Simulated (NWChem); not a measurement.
System: imidazole (C₃H₄N₂); SMILES [nH]1cncc1

Here is an NWChem input.

```
start job
memory heap 200 mb stack 900 mb global 1100 mb
geometry units angstroms noautoz
  C     -0.912010    -0.731773     0.000000
  C     -0.955317     0.642114     0.000000
  N      0.357297     1.036866     0.000000
  C      1.118465    -0.089945     0.000000
  N      0.381394    -1.171466     0.000000
  H     -1.753408    -1.423850     0.000000
  H     -1.778719     1.351762     0.000000
  H      0.694548     1.990303     0.000000
  H      2.208340    -0.056252     0.000000
end
basis spherical
  * library def2-tzvp
end
dft
  xc pw6b95
  iterations 150
  semidirect filesize 400000000
  mulliken
end
task dft energy
```

Parts of the log:

```
             Northwest Computational Chemistry Package (NWChem) 7.3.0
             --------------------------------------------------------

 CS  symmetry detected

                             Geometry "geometry" -> ""
                             -------------------------

 Output coordinates in angstroms (scale by  1.889725989 to convert to a.u.)

  No.       Tag          Charge          X              Y              Z
 ---- ---------------- ---------- -------------- -------------- --------------
    1 C                    6.0000    -0.99027064    -0.61860730     0.00000000
    2 C                    6.0000    -0.87678816     0.75126960     0.00000000
    3 N                    7.0000     0.47224977     0.99392433     0.00000000
    4 C                    6.0000     1.10010119    -0.21226071     0.00000000
    5 N                    7.0000     0.24462580    -1.20277734     0.00000000
    6 H                    1.0000    -1.90503004    -1.21033055     0.00000000
    7 H                    1.0000    -1.61398996     1.55009665     0.00000000
    8 H                    1.0000     0.91591702     1.90273658     0.00000000
    9 H                    1.0000     2.18671970    -0.30294112     0.00000000

 Effective nuclear repulsion energy (a.u.)     163.5913552791

      Symmetry information
      --------------------

 Group name             Cs
 Group number              2
 Group order               2
 No. of unique centers     9

                                 NWChem DFT Module
                                 -----------------

 Summary of "ao basis" -> "ao basis" (spherical)
 ------------------------------------------------------------------------------
       Tag                 Description            Shells   Functions and Types
 ---------------- ------------------------------  ------  ---------------------
 C                         def2-tzvp                11       31   5s3p2d1f
 N                         def2-tzvp                11       31   5s3p2d1f
 H                         def2-tzvp                 4        6   3s1p

      Symmetry analysis of basis
      --------------------------

        a'        125
        a"         54

            General Information
            -------------------
          SCF calculation type: DFT
          Wavefunction type:  closed shell.
          No. of atoms     :     9
          No. of electrons :    36
           Alpha electrons :    18
            Beta electrons :    18
          Charge           :     0
          Spin multiplicity:     1
          Use of symmetry is: on ; symmetry adaption is: on
          Maximum number of iterations: 150
          AO basis - number of functions:   179
                     number of shells:    71
          Convergence on energy requested:  1.00D-06
          Convergence on density requested:  1.00D-05
          Convergence on gradient requested:  5.00D-04

              XC Information
              --------------
                       PW6B95 Method XC Functional
                     Hartree-Fock (Exact) Exchange  0.280
                    PW6B95 GGA Exchange Functional  0.720
                      PW6B95 Correlation Potential  1.000

             Grid Information
             ----------------
          Grid used for XC integration:  medium
          Radial quadrature: Mura-Knowles
          Angular quadrature: Lebedev.
          Tag              B.-S. Rad. Rad. Pts. Rad. Cut. Ang. Pts.
          ---              ---------- --------- --------- ---------
          C                   0.70       49          10.0       434
          N                   0.65       49          10.0       434
          H                   0.35       45          11.0       434
          Grid pruning is: on
          Number of quadrature shells:   425
          Spatial weights used:  Erf1

      Superposition of Atomic Density Guess
      -------------------------------------

 Sum of atomic energies:        -223.63632503

      Non-variational initial energy
      ------------------------------

 Total energy =    -227.091032
 1-e energy   =    -624.910480
 2-e energy   =     234.228093
 HOMO         =      -0.247721
 LUMO         =       0.043603

      Symmetry analysis of molecular orbitals - initial
      -------------------------------------------------

  Numbering of irreducible representations:

     1 a'          2 a"

  Orbital symmetries:

     1 a'          2 a'          3 a'          4 a'          5 a'
     6 a'          7 a'          8 a'          9 a'         10 a'
    11 a'         12 a"         13 a'         14 a'         15 a'
    16 a'         17 a"         18 a"         19 a"         20 a"
    21 a'         22 a'         23 a'         24 a'         25 a'
    26 a'         27 a'         28 a'

------------------------------------------------------------
EAF file 0: "./job.aoints.0" size=427819008 bytes
------------------------------------------------------------
               write      read    awrite     aread      wait
               -----      ----    ------     -----      ----
     calls:      816         0         0         0         0
   data(b): 4.28e+08  0.00e+00  0.00e+00  0.00e+00
   time(s): 0.00e+00  0.00e+00  0.00e+00  0.00e+00  0.00e+00
rate(mb/s): 0.00e+00  0.00e+00
------------------------------------------------------------

     ---------------------------------------------
      Total Density - Mulliken Population Analysis
     ---------------------------------------------

    Atom       Charge   Shell Charges
 -----------   ------   -------------------------------------------------------
    1 C    6     6.13   0.86  1.12  0.56  0.60  0.10  1.20  1.23  0.36  0.02  0.07  0.01
    2 C    6     6.06   0.86  1.12  0.56  0.59  0.10  1.18  1.20  0.36  0.02  0.06  0.01
    3 N    7     7.29   0.82  1.16  0.56  0.78  0.13  1.49  1.75  0.54  0.01  0.05  0.00
    4 C    6     5.71   0.86  1.12  0.55  0.57  0.09  1.10  1.02  0.29  0.03  0.08  0.01
    5 N    7     7.65   0.82  1.15  0.59  0.89  0.20  1.53  1.78  0.61  0.01  0.06  0.00
    6 H    1     0.83   0.24  0.45  0.12  0.02
    7 H    1     0.82   0.23  0.44  0.12  0.02
    8 H    1     0.69   0.22  0.35  0.08  0.03
    9 H    1     0.82   0.24  0.45  0.12  0.02

   convergence    iter        energy       DeltaE   RMS-Dens  Diis-err
 ---------------- ----- ----------------- --------- --------- ---------
 d= 0,ls=0.0,diis     1   -226.5129860559 -3.90D+02  5.04D-03  7.48D-01
 d= 0,ls=0.0,diis     2   -226.4835518479  2.94D-02  3.68D-03  9.27D-01
 d= 0,ls=0.0,diis     3   -226.5732075374 -8.97D-02  1.07D-03  1.60D-01
 d= 0,ls=0.0,diis     4   -226.5898798865 -1.67D-02  2.31D-04  5.61D-03
 d= 0,ls=0.0,diis     5   -226.5903352004 -4.55D-04  9.59D-05  1.31D-03
  Resetting Diis
 d= 0,ls=0.0,diis     6   -226.5904803441 -1.45D-04  1.98D-05  1.99D-05
 d= 0,ls=0.0,diis     7   -226.5904821863 -1.84D-06  1.66D-05  7.33D-06
 d= 0,ls=0.0,diis     8   -226.5904809225  1.26D-06  1.02D-05  1.79D-05
 d= 0,ls=0.0,diis     9   -226.5904830853 -2.16D-06  7.47D-07  7.59D-08
 d= 0,ls=0.0,diis    10   -226.5904830934 -8.14D-09  3.25D-07  3.30D-09

         Total DFT energy =     -226.590483093444
      One electron energy =     -628.996878662067
           Coulomb energy =      270.758631877946
    Exchange-Corr. energy =      -31.943591588383
 Nuclear repulsion energy =      163.591355279061

 Numeric. integr. density =       36.000019712013

                  Occupations of the irreducible representations
                  ----------------------------------------------

                     irrep           alpha         beta
                     --------     --------     --------
                     a'               15.0         15.0
                     a"                3.0          3.0

                       DFT Final Molecular Orbital Analysis
                       ------------------------------------

 Vector   16  Occ=2.000000D+00  E=-3.042864D-01  Symmetry=a"
              MO Center=  1.4D-01, -2.3D-01,  5.6D-15, r^2= 2.1D+00
   Bfn.  Coefficient  Atom+Function         Bfn.  Coefficient  Atom+Function
  ----- ------------  ---------------      ----- ------------  ---------------
   132     -0.290231  5 N  pz                70      0.283060  3 N  pz
   135     -0.252257  5 N  pz                73      0.250998  3 N  pz
    76      0.210155  3 N  pz                 8     -0.165282  1 C  pz
   138     -0.152816  5 N  pz                11     -0.143755  1 C  pz
    14     -0.096464  1 C  pz                39      0.073314  2 C  pz

 Vector   17  Occ=2.000000D+00  E=-2.903950D-01  Symmetry=a'
              MO Center=  1.9D-01, -1.2D+00, -5.9D-15, r^2= 1.6D+00
   Bfn.  Coefficient  Atom+Function         Bfn.  Coefficient  Atom+Function
  ----- ------------  ---------------      ----- ------------  ---------------
   131      0.366701  5 N  py               134      0.298440  5 N  py
   137      0.242972  5 N  py               128     -0.232219  5 N  s
   127     -0.138945  5 N  s                 67     -0.128145  3 N  s
    97      0.127656  4 C  s                  7     -0.113900  1 C  py
    38      0.112252  2 C  py               126      0.088961  5 N  s

 Vector   18  Occ=2.000000D+00  E=-2.474882D-01  Symmetry=a"
              MO Center= -2.9D-01,  4.8D-02, -4.3D-16, r^2= 2.4D+00
   Bfn.  Coefficient  Atom+Function         Bfn.  Coefficient  Atom+Function
  ----- ------------  ---------------      ----- ------------  ---------------
    39      0.271173  2 C  pz                42      0.246129  2 C  pz
   101     -0.245968  4 C  pz                 8      0.232524  1 C  pz
   104     -0.216867  4 C  pz                11      0.211483  1 C  pz
    45      0.186580  2 C  pz               107     -0.167080  4 C  pz
    14      0.127810  1 C  pz               132     -0.083603  5 N  pz

[...]
```

Level: PW6B95/def2-TZVP. The geometry was optimised at PBE0/def2-SVP.
